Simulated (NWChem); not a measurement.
System: 1,4-dioxane (C$_{4}$H$_{8}$O$_{2}$); SMILES C1COCCO1

The following NWChem deck was run.

```
start job
memory heap 200 mb stack 900 mb global 1100 mb
geometry units angstroms noautoz
  C      1.141899     0.672442    -0.349019
  C      1.136286    -0.681026     0.349264
  O     -0.005406    -1.457482    -0.000815
  C     -1.141899    -0.672442    -0.349019
  C     -1.136286     0.681026     0.349264
  O      0.005406     1.457482    -0.000815
  H      2.047647     1.248314    -0.062315
  H      1.187696     0.514343    -1.455002
  H      2.038075    -1.263627     0.063773
  H      1.181801    -0.523332     1.455322
  H     -1.187696    -0.514343    -1.455002
  H     -2.047647    -1.248314    -0.062315
  H     -2.038075     1.263627     0.063773
  H     -1.181801     0.523332     1.455322
end
basis spherical
  C library def2-svp
  O library def2-svp
  H library def2-svp
end
dft
  xc xcamb88 1.00 lyp 1.0 hfexch 1.00
  cam 0.33 cam_alpha 0.0 cam_beta 1.0
  iterations 150
  mulliken
end
task dft energy
```

NWChem printed, in part:

```
             Northwest Computational Chemistry Package (NWChem) 7.3.0
             --------------------------------------------------------

 D2  symmetry detected

                             Geometry "geometry" -> ""
                             -------------------------

 Output coordinates in angstroms (scale by  1.889725989 to convert to a.u.)

  No.       Tag          Charge          X              Y              Z
 ---- ---------------- ---------- -------------- -------------- --------------
    1 C                    6.0000     1.13910042     0.67673981    -0.34914150
    2 C                    6.0000     1.13910042    -0.67673981     0.34914150
    3 O                    8.0000     0.00000000    -1.45749176     0.00000000
    4 C                    6.0000    -1.13910042    -0.67673981    -0.34914150
    5 C                    6.0000    -1.13910042     0.67673981     0.34914150
    6 O                    8.0000     0.00000000     1.45749176     0.00000000
    7 H                    1.0000     2.04287502     1.25597946    -0.06304400
    8 H                    1.0000     1.18475687     0.51884539    -1.45516200
    9 H                    1.0000     2.04287502    -1.25597946     0.06304400
   10 H                    1.0000     1.18475687    -0.51884539     1.45516200
   11 H                    1.0000    -1.18475687    -0.51884539    -1.45516200
   12 H                    1.0000    -2.04287502    -1.25597946    -0.06304400
   13 H                    1.0000    -2.04287502     1.25597946     0.06304400
   14 H                    1.0000    -1.18475687     0.51884539     1.45516200

 Effective nuclear repulsion energy (a.u.)     263.0799975645

      Symmetry information
      --------------------

 Group name             D2
 Group number             11
 Group order               4
 No. of unique centers     4

                                 NWChem DFT Module
                                 -----------------

 Summary of "ao basis" -> "ao basis" (spherical)
 ------------------------------------------------------------------------------
       Tag                 Description            Shells   Functions and Types
 ---------------- ------------------------------  ------  ---------------------
 C                          def2-svp                 6       14   3s2p1d
 O                          def2-svp                 6       14   3s2p1d
 H                          def2-svp                 3        5   2s1p

      Symmetry analysis of basis
      --------------------------

        a1         32
        b1         30
        b2         32
        b3         30

            General Information
            -------------------
          SCF calculation type: DFT
          Wavefunction type:  closed shell.
          No. of atoms     :    14
          No. of electrons :    48
           Alpha electrons :    24
            Beta electrons :    24
          Charge           :     0
          Spin multiplicity:     1
          Use of symmetry is: on ; symmetry adaption is: on
          Maximum number of iterations: 150
          AO basis - number of functions:   124
                     number of shells:    60
          Convergence on energy requested:  1.00D-06
          Convergence on density requested:  1.00D-05
          Convergence on gradient requested:  5.00D-04

              XC Information
              --------------
                     Hartree-Fock (Exact) Exchange  1.000
                   CAM-Becke88 Exchange Functional  1.000
              Lee-Yang-Parr Correlation Functional  1.000

           Range-Separation Parameters
           ---------------------------
           Alpha           :  0.00
           Beta            :  1.00
           Gamma           :  0.33
           Short-Range HF  :     F

             Grid Information
             ----------------
          Grid used for XC integration:  medium
          Radial quadrature: Mura-Knowles
          Angular quadrature: Lebedev.
          Tag              B.-S. Rad. Rad. Pts. Rad. Cut. Ang. Pts.
          ---              ---------- --------- --------- ---------
          C                   0.70       49          10.0       434
          O                   0.60       49          10.0       434
          H                   0.35       45          12.0       434
          Grid pruning is: on
          Number of quadrature shells:   188
          Spatial weights used:  Erf1

      Superposition of Atomic Density Guess
      -------------------------------------

 Sum of atomic energies:        -303.87578192

      Non-variational initial energy
      ------------------------------

 Total energy =    -307.434706
 1-e energy   =    -934.527398
 2-e energy   =     364.012695
 HOMO         =      -0.295478
 LUMO         =       0.105742

      Symmetry analysis of molecular orbitals - initial
      -------------------------------------------------

  Numbering of irreducible representations:

     1 a1          2 b1          3 b2          4 b3

  Orbital symmetries:

     1 a1          2 b2          3 a1          4 b3          5 b1
     6 b2          7 a1          8 b2          9 b3         10 a1
    11 b1         12 b2         13 b1         14 a1         15 b3
    16 b3         17 b2         18 b2         19 b1         20 b3
    21 a1         22 a1         23 b1         24 b3         25 a1
    26 a1         27 b1         28 b3         29 b2         30 b1
    31 b2         32 a1         33 b2         34 b3

     ---------------------------------------------
      Total Density - Mulliken Population Analysis
     ---------------------------------------------

[...]
```

Level: LC-BLYP (range parameter 0.33 per bohr)/def2-SVP. Geometry: optimised at PBE-D3(BJ)/def2-SVP.
